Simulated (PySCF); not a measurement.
C9H9FO2.
Atom-mapped SMILES: `[CH3:1][O:2][c:3]1[cH:4][cH:5][cH:6][c:7]2[c:8]1[C@H:9]([F:10])[CH2:11][O:12]2`

Probes without a nucleus sit at each ring's centroid and 1 Å off its mean plane on both sides; NICS is minus the shielding there, NICSzz its component along the normal. Level: GIAO PBE0/pcSseg-1 (PySCF, non-relativistic, gas phase) on the GFN2-xTB geometry, one conformer.

Ring bond lengths (Å), with Mayer bond orders in brackets: C3–C4 1.395 (1.38), C4–C5 1.386 (1.44), C5–C6 1.384 (1.46), C6–C7 1.384 (1.42), C7–C8 1.390 (1.32), C8–C3 1.391 (1.33); C7–C8 1.390 (1.32), C8–C9 1.498 (1.02), C9–C11 1.540 (1.03), C11–O12 1.424 (0.91), O12–C7 1.355 (0.98).

Problem. What do the NICS probes read (ppm)?

Solution. 
```
             ring                                                       type  NICS(0)  NICS(1), two faces  NICS(1)zz, two faces  rms pucker (Å)  centre to ring atoms, mean (Å)
C3–C4–C5–C6–C7–C8           6-membered carbocycle; formal bonds all aromatic     -9.8       -10.6 / -10.3         -24.1 / -23.7            0.00                            1.39
 C7–C8–C9–C11–O12  5-membered ring with O; formal bonds 1 aromatic, 4 single     -3.4         -3.6 / -1.6            -3.5 / 0.2            0.02                            1.23
```

Problem. What can be read from them?

Solution. 
- C3–C4–C5–C6–C7–C8: mean NICS(1)zz -23.9 ppm, shielded, aromatic by this magnetic criterion (flat ring, no four-coordinate atom), though in fused rings the probe also feels the neighbouring ring.
- C7–C8–C9–C11–O12: mean NICS(1)zz -1.6 ppm, near zero. C9, C11 have four or more neighbours, so the value isn't read as a sign of a π ring current. The two faces differ by 3.7 ppm, so no symmetry operation interchanges them.

Problem. How equal are the bonds by HOMA? HOMA = 1 − mean of α(R − Ropt)² over the ring bonds, with Krygowski's 1993 parameters (CC: Ropt 1.388 Å, α 257.7 Å⁻²).

Solution. 
- C3–C4–C5–C6–C7–C8: HOMA 1.00 = 1 − EN − GEO, with mean bond length 1.389 Å, EN = α(Ropt − mean)² = 0.000 and GEO = α × variance = 0.004. The geometric and the magnetic index point the same way.

Problem. At the second NICS(1) probe listed for ring C7–C8–C9–C11–O12, 1 Å off the ring, how large is the induced field along the normal in 14.1 T applied along it?

Solution. NICSzz × B0 = 0.2 ppm × 14.1 T = 3 μT, along the applied field.

Conformer computed: `[CH3:1][O:2][c:3]1[cH:4][cH:5][cH:6][c:7]2[c:8]1[C@H:9]([F:10])[CH2:11][O:12]2`: C1–O2–C3–C4 -2°.
